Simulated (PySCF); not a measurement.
Delta-SCF ions had no search for a lower state. Excitations are Tamm–Dancoff values on a coarser integration grid. The basis has no diffuse functions, so Rydberg states are missing or too high.

**C$_{5}$H$_{9}$B, SMILES `C=C/C(=C/B)C` (charge 0, multiplicity 1)**

All values below come from CAM-B3LYP-D3(BJ)/def2-TZVP (PySCF 2.14.0).

* **HOMO**: -8.43 eV
* **dipole moment**: 2.16 D
* **HOMO–LUMO gap**: 7.18 eV
* **LUMO**: -1.25 eV
* **S1 excitation (TDA)**: 5.08 eV
* **S1 oscillator strength**: 0.870
* **brightest of the four lowest singlets (TDA)**: 5.08 eV
* **T1 excitation (TDA)**: 2.75 eV
* **S1–T1 gap (TDA)**: 2.32 eV
* **vertical ionisation energy (Delta-SCF)**: 9.12 eV
* **total energy**: -6005.39 eV
* **cost**: roughly 6 core-minutes

```xyz
15

B      2.3332    -0.7063    -0.9171
C      0.8489    -0.4103    -1.0877
C     -0.0241    -0.0220    -0.1288
C      0.3467     0.1858     1.3049
C     -1.4202     0.2141    -0.5026
C     -2.3883     0.5994     0.3199
H      2.8861    -0.6245     0.1351
H      2.9820    -1.0343    -1.8629
H      0.4181    -0.5139    -2.0810
H      1.3962    -0.0183     1.4822
H      0.1357     1.2136     1.6059
H     -0.2490    -0.4635     1.9490
H     -1.6520     0.0517    -1.5496
H     -3.3965     0.7514    -0.0401
H     -2.2168     0.7769     1.3729
```
